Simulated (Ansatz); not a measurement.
Computed with Ansatz on PBE0-D4/def2-TZVP structures; ΔE is electronic, products minus reactants. CCSD(T)/CBS adds triple-zeta CCSD(T) − MP2 to the extrapolated MP2 energy (def2 sets, frozen cores). This one scheme is used for every species. Functionals use def2-TZVPP. Elements past krypton have def2 core potentials. For Sn outer-core shells are correlated without core-valence functions, which leaves a few kJ/mol of doubt a bond. One conformer a species, not always the lowest.

Consider the ligand exchange at the Sn–O bond: `[F][SnH]([F])[O][SiH3]` + CH₃SH → `C[S][SnH]([F])[F]` + silanol.

```tsv
level	ΔE (kJ/mol)
PBE-D4	-36.9
r2SCAN0-D4	-29.8
BHLYP-D4	-23.0
PBE	-35.4
r2SCANh	-29.5
HF/def2-SVP	-14.2
CCSD/def2-SVP	-12.8
MP2/CBS(def2)	-27.0
```

Task: What does CCSD(T)/CBS give? (Best estimate.)

Result: The calculation gave: -22.6 kJ/mol. The listed levels differ from it by -14.3, -7.2, -0.4, -12.8, -6.9, 8.4, 9.8, -4.4 kJ/mol.

Largest T1 diagnostic among the species: 0.014.

From BLYP to BHLYP (50 % exact exchange), in def2-TZVPP and without D4, ΔE moves by +5.7 kJ/mol. Leaving LDA and LC-ωPBE aside and taking each functional with its dispersion term where it has one, the values, not all of them listed here, spread over 16.1 kJ/mol, from PBE-D4 to CAM-B3LYP-D4. LDA lies −3.7 kJ/mol from PBE without D4.
